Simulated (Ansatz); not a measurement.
Born–Oppenheimer molecular dynamics of CH6Ge (8 atoms, charge 0, multiplicity 1). It starts from a relaxed structure.

These are results of Ansatz, RKS PBE0-D4/def2-TZVP, not measurements.

```
ensemble        : NVT, Langevin thermostat
time step       : 0.5 fs
steps asked     : 150
set temperature : 2000 K
friction        : 0.5 /fs
seed            : 27508
```

Frames 0.5 fs apart, positions in Å, forces in eV/Å.

Velocities at 5.0 fs (Å/ps):

```
Ge -3.07 1.79 5.17
C 1.92 0.20 -16.13
H 23.50 -24.75 21.60
H 60.58 20.83 5.55
H -52.60 30.14 -23.27
H -56.15 9.66 -37.02
H -57.86 20.44 3.57
H -7.00 -37.61 -70.55
```

```xyz
8
Properties=species:S:1:pos:R:3:forces:R:3 time_fs=5.0 energy_less_start_eV=0.478 T=1556
Ge 0.007 -0.006 0.022 0.39 1.59 -0.65
C 0.004 0.028 1.915 0.19 1.61 1.79
H -1.024 -0.064 2.450 1.97 0.15 -1.01
H 0.729 -0.722 2.210 -0.21 -0.41 0.58
H 0.549 1.027 2.175 -1.31 -1.55 -0.16
H 1.412 0.163 -0.632 -0.19 0.19 0.40
H -0.950 1.087 -0.433 -0.03 0.45 -0.25
H -0.508 -1.182 -0.623 -0.81 -2.02 -0.69
8
Properties=species:S:1:pos:R:3:forces:R:3 time_fs=5.5 energy_less_start_eV=0.429 T=1872
Ge 0.006 -0.004 0.025 -0.36 1.12 -1.17
C 0.003 0.028 1.910 0.57 1.26 2.05
H -1.014 -0.076 2.455 1.87 0.14 -1.02
H 0.754 -0.716 2.215 -0.55 -0.02 0.42
H 0.523 1.042 2.160 -1.21 -1.58 -0.12
H 1.379 0.178 -0.652 0.08 0.23 0.33
H -0.981 1.089 -0.423 0.15 0.25 -0.16
H -0.520 -1.194 -0.659 -0.54 -1.40 -0.33
8
Properties=species:S:1:pos:R:3:forces:R:3 time_fs=6.0 energy_less_start_eV=0.403 T=2491
Ge 0.003 -0.002 0.027 -0.85 0.84 -1.72
C -0.001 0.026 1.909 0.93 1.21 2.13
H -0.997 -0.098 2.458 1.53 0.15 -0.95
H 0.763 -0.714 2.221 -0.63 0.22 0.33
H 0.486 1.063 2.154 -1.11 -1.78 -0.12
H 1.360 0.210 -0.678 0.06 0.20 0.39
H -1.012 1.096 -0.417 0.34 0.04 -0.05
H -0.540 -1.199 -0.697 -0.27 -0.88 -0.01
8
Properties=species:S:1:pos:R:3:forces:R:3 time_fs=6.5 energy_less_start_eV=0.432 T=1657
Ge 0.001 0.000 0.030 -1.05 0.73 -2.37
C -0.004 0.022 1.906 1.02 1.51 2.30
H -0.979 -0.128 2.470 1.23 0.17 -0.95
H 0.765 -0.700 2.228 -0.45 0.18 0.32
H 0.447 1.086 2.165 -1.05 -2.07 -0.25
H 1.362 0.235 -0.707 -0.23 0.12 0.59
H -1.043 1.105 -0.419 0.58 -0.19 0.07
H -0.558 -1.205 -0.734 -0.04 -0.45 0.29
8
Properties=species:S:1:pos:R:3:forces:R:3 time_fs=7.0 energy_less_start_eV=0.441 T=1969
Ge -0.001 0.003 0.032 -1.07 0.68 -2.90
C -0.007 0.018 1.903 1.07 1.77 2.14
H -0.953 -0.157 2.467 0.64 0.13 -0.74
H 0.763 -0.674 2.236 -0.03 -0.17 0.39
H 0.411 1.085 2.174 -0.93 -1.94 -0.29
H 1.374 0.246 -0.731 -0.53 0.09 0.78
H -1.072 1.110 -0.414 0.76 -0.34 0.14
H -0.563 -1.206 -0.764 0.09 -0.20 0.48
8
Properties=species:S:1:pos:R:3:forces:R:3 time_fs=7.5 energy_less_start_eV=0.514 T=2636
Ge 0.000 0.005 0.035 -1.00 0.76 -3.36
C -0.011 0.014 1.900 1.73 2.31 1.30
H -0.913 -0.185 2.436 -0.73 -0.08 0.02
H 0.758 -0.641 2.234 0.62 -0.73 0.59
H 0.383 1.077 2.175 -0.86 -1.71 -0.27
H 1.397 0.247 -0.756 -0.88 0.09 0.98
H -1.110 1.119 -0.399 1.01 -0.55 0.18
H -0.546 -1.212 -0.778 0.11 -0.09 0.57
8
Properties=species:S:1:pos:R:3:forces:R:3 time_fs=8.0 energy_less_start_eV=0.707 T=2154
Ge 0.003 0.007 0.039 -1.00 0.82 -3.70
C -0.012 0.012 1.901 2.64 3.06 0.13
H -0.880 -0.210 2.394 -2.40 -0.48 0.98
H 0.752 -0.621 2.217 1.33 -1.30 0.90
H 0.360 1.070 2.187 -0.80 -1.56 -0.28
H 1.419 0.241 -0.775 -1.12 0.12 1.12
H -1.150 1.125 -0.372 1.24 -0.73 0.16
H -0.521 -1.223 -0.794 0.12 0.07 0.68
8
Properties=species:S:1:pos:R:3:forces:R:3 time_fs=8.5 energy_less_start_eV=0.872 T=1657
Ge 0.007 0.009 0.040 -1.17 0.77 -3.91
C -0.010 0.014 1.903 3.11 3.41 -0.90
H -0.867 -0.219 2.350 -3.72 -0.91 1.65
H 0.741 -0.617 2.196 1.92 -1.77 1.21
H 0.332 1.055 2.200 -0.56 -1.11 -0.20
H 1.418 0.244 -0.783 -1.12 0.16 1.14
H -1.178 1.133 -0.349 1.38 -0.86 0.13
H -0.500 -1.239 -0.819 0.16 0.31 0.88
8
Properties=species:S:1:pos:R:3:forces:R:3 time_fs=9.0 energy_less_start_eV=0.977 T=1343
Ge 0.010 0.011 0.042 -1.43 0.76 -4.04
C -0.005 0.015 1.905 3.33 3.34 -1.42
H -0.864 -0.219 2.316 -4.42 -1.18 1.94
H 0.741 -0.614 2.192 2.12 -1.96 1.34
H 0.308 1.042 2.204 -0.33 -0.63 -0.08
H 1.397 0.254 -0.786 -0.93 0.22 1.07
H -1.204 1.146 -0.342 1.52 -1.02 0.17
H -0.471 -1.248 -0.846 0.14 0.46 1.03
8
Properties=species:S:1:pos:R:3:forces:R:3 time_fs=9.5 energy_less_start_eV=1.050 T=1363
Ge 0.011 0.015 0.044 -1.51 0.90 -4.04
C 0.000 0.011 1.911 3.38 3.34 -1.64
H -0.859 -0.225 2.310 -4.66 -1.32 2.04
H 0.750 -0.612 2.193 2.17 -2.01 1.36
H 0.296 1.034 2.217 -0.23 -0.45 -0.08
H 1.387 0.264 -0.786 -0.83 0.27 1.05
H -1.221 1.165 -0.346 1.64 -1.16 0.23
H -0.439 -1.237 -0.871 0.05 0.43 1.08
8
Properties=species:S:1:pos:R:3:forces:R:3 time_fs=10.0 energy_less_start_eV=1.047 T=1770
Ge 0.009 0.018 0.045 -1.55 1.09 -3.94
C 0.006 0.005 1.920 3.22 3.41 -1.52
H -0.858 -0.243 2.315 -4.32 -1.31 1.90
H 0.768 -0.615 2.195 2.01 -1.87 1.28
H 0.292 1.037 2.238 -0.30 -0.72 -0.19
H 1.372 0.282 -0.792 -0.74 0.28 1.05
H -1.230 1.187 -0.347 1.69 -1.27 0.29
H -0.423 -1.218 -0.896 -0.01 0.38 1.12
8
Properties=species:S:1:pos:R:3:forces:R:3 time_fs=10.5 energy_less_start_eV=0.987 T=2050
Ge 0.009 0.021 0.046 -1.77 1.16 -3.82
C 0.008 0.001 1.928 3.55 2.93 -0.98
H -0.869 -0.275 2.309 -3.59 -1.12 1.62
H 0.798 -0.627 2.203 1.12 -1.14 0.94
H 0.297 1.049 2.247 -0.50 -1.16 -0.27
H 1.337 0.317 -0.800 -0.51 0.29 0.98
H -1.248 1.207 -0.342 1.74 -1.39 0.33
H -0.403 -1.216 -0.915 -0.04 0.42 1.19
```

Of the whole run (75 fs, mean temperature of the second half 1950 K): A run of 0.075 ps of so small a system gives no equilibrium averages. The friction is so strong that the motion is overdamped, so the time scale means little. The orbitals stay closed-shell, which can raise the energy where a bond breaks towards radicals; this wasn't checked here.

Run time: 2.3 min on 2 threads of Intel(R) Xeon(R) 6975P-C (Granite Rapids) (shared host), peak memory 0.22 GiB.
